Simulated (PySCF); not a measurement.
Al(F)(OH)(SH) (AlFH2OS), SMILES [SH][Al]([F])[OH]. Geometry optimised at PBE0-D3(BJ)/def2-SVP. Other conformers were not sampled.

Computed equilibrium geometry at PBE0-D3(BJ)/def2-SVP (PySCF confirms it by a frequency run) as bond lengths and angles, and its point group (one conformer of several):
point group Cs.
Atoms: Al1 F2 O3 H4 S5 H6. Bonded distances (Å): Al1–F2 1.659, Al1–O3 1.688, Al1–S5 2.161, O3–H4 0.958, S5–H6 1.353. Angles (°): F2–Al1–O3 121.7, F2–Al1–S5 119.3, O3–Al1–S5 119.0, Al1–O3–H4 126.8, Al1–S5–H6 91.3.
Charge 0, spin multiplicity 1.
